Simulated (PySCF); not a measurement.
C₃H₉Al, charge -1, doublet, at a GFN2-xTB geometry (such geometries of metal compounds can be far from the true shape) (a state made from the parent by changing its charge; the spin is typed, not shown lowest) (in this run its highest filled SCF level lies above zero, so its values depend strongly on the basis, on diffuse functions most of all), with bond 12-10 at 1.3 times its length. Base run: PySCF with PBE0/STO-3G.

The PySCF input:
```python
from pyscf import gto, scf, dft

mol = gto.M(
    atom='''
Al   -0.31345568    0.26070650    0.46689355
C    -1.20837662   -1.44885398   -0.32477592
H    -0.65953292   -1.91921404   -1.15429636
H    -2.21794573   -1.24969512   -0.71502619
H    -1.33776513   -2.24023004    0.42899583
C    -0.03834955    1.50164128   -1.18677467
H     0.51711093    1.04796697   -2.02116991
H     0.51066905    2.42102643   -0.93280851
H    -0.99227817    1.84111055   -1.61801717
C     1.61529581   -0.35933302    0.96256457
H     2.24295330    0.47155375    1.31874227
H     2.34955172   -0.96279115   -0.10634772
H     1.62018668   -1.09889706    1.77755562
''',
    basis='sto-3g',
    charge=-1,
    spin=1,
    verbose=4,
)

mf = dft.UKS(mol)
mf.xc = 'pbe0'
mf.kernel()
```

Variants of this job, named by their change:

| change | ΔE vs base (µEh) | SCF cycles | <S^2> |
|---|---|---|---|
| base | 0.0 | 10 | 0.751 |
| level_shift = 0.3 (with mf.max_cycle = 100) | 0.0 | 14 | 0.751 |
| init_guess = atom | 0.0 | 9 | 0.751 |
| conv_tol = 1e-7 | 0.0 | 8 | 0.751 |
| conv_tol = 1e-6 | 0.0 | 7 | 0.751 |
| init_guess = mod_huckel | 0.0 | 11 | 0.751 |
| init_guess = 1e | 0.0 | 15 | 0.751 |
| DIIS = ADIIS | 0.0 | 13 | 0.751 |
| solver = newton; init_guess = 1e | 0.0 | - | 0.751 |
| diis = off; damp = 0.6 (with mf.diis_start_cycle = 200; with mf.max_cycle = 150) | 0.0 | 25 | 0.751 |
| diis_space = 2 | 0.0 | 16 | 0.751 |
| level_shift = 1.0 (with mf.max_cycle = 100) | 0.0 | 31 | 0.751 |
| conv_tol_grad = 1e-3 | 0.0 | 10 | 0.751 |

Open shells are given as the SCF converged; they aren't shown to be the lowest states, and a large step between rows can be another state.
